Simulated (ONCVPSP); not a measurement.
# What one change does to a pseudopotential (iron, ONCV)

* Element: iron
* Generator: ONCVPSP 4.0.1
* Type: optimised norm-conserving Vanderbilt (ONCV)
* Functional: LDA (Perdew-Wang 92)
* Relativity: scalar-relativistic
* Frozen core: [Ne]
* Valence charge: 16
* Reference configuration: 3s2 3p6 3d6 4s2
* Partial waves: 3s+4s: rc 1.20 bohr, ncon 4, nbas 7, qcut 9.3 1/bohr, 3 projectors, debl 3.3 Ha; 3p: rc 1.15 bohr, ncon 4, nbas 7, qcut 13.9 1/bohr, 1 projector; 3d: rc 1.35 bohr, ncon 4, nbas 9, qcut 11.4 1/bohr, 1 projector
* Local potential: polynomial inside 0.90 bohr (lpopt 2, dvloc0 2 Ha)
* Core correction: Teter function, fcfact 4, rcfact 1.75

All-electron outer shells of the reference configuration (LDA (PZ), scalar-relativistic, ld1.x):

```
shell  level (eV)  outermost node (bohr)  outermost maximum (bohr)
   2p     -698.00                      –                      0.18
   3s      -93.51                   0.33                      0.70
   3p      -59.93                   0.30                      0.72
   3d       -7.75                      –                      0.71
   4s       -5.49                   1.01                      2.38
```

Change: d: rc 1.08.

Cutoffs: the cutoffs (Ha) at which the residual kinetic energy of the hardest occupied pseudo-wave falls to 1 and 0.1 mHa per electron; they do not see the model core or the augmentation charge, which bear on the density cutoff. Errors are all-electron minus pseudo energies relative to the spin-unpolarised reference configuration.

**Question.** Predict the effect on cutoff, ghosts and configuration errors.

**Answer.** The potential gets harder (52 Ha and 58 Ha → 62 Ha and 188 Ha); of the 4 tests that both files solve, the error grows in 0 and shrinks in 1 by more than 15 % and 0.3 meV (median size 6.3 → 5.5 meV); neither file shows a bound ghost. A smaller radius makes the pseudo-wave follow the all-electron one further in, where it bends more sharply, so more plane waves are needed.

| quantity | base | changed |
| --- | --- | --- |
| cutoff, loose | 52 Ha | 62 Ha |
| cutoff, tight | 58 Ha | 188 Ha |
| loose cutoff by channel | s 34 Ha, p 33 Ha, d 52 Ha | s 34 Ha, p 33 Ha, d 62 Ha |
| bound ghosts | none | none |
| GHOST(+) flags under 300 eV | none | none |
| error for 3s2 3p6 3d6 4s1, meV [ΔE 8.97 eV] | +0.1 | -0.2 |
| error for 3s2 3p6 3d6 4s0, meV [ΔE 25.46 eV] | +2.1 | +0.7 |
| error for 3s2 3p6 3d5 4s0, meV [ΔE 59.99 eV] | -10 | -10 |
| error for 3s2 3p6 3d6 4s0 4p2, meV [ΔE 8.61 eV] | +13 | +13 |
| s: phases at 1.22 bohr within 0.05 rad from the reference energy up to (Ha; the scan ends near 5) | to the end of the scan | to the end of the scan |
| p: phases at 1.17 bohr within 0.05 rad from the reference energy up to (Ha; the scan ends near 5) | 4.2 | 4.2 |
| rms error of d²Exc/dni dnj with the model core, mHa | 2.11 | 2.06 |
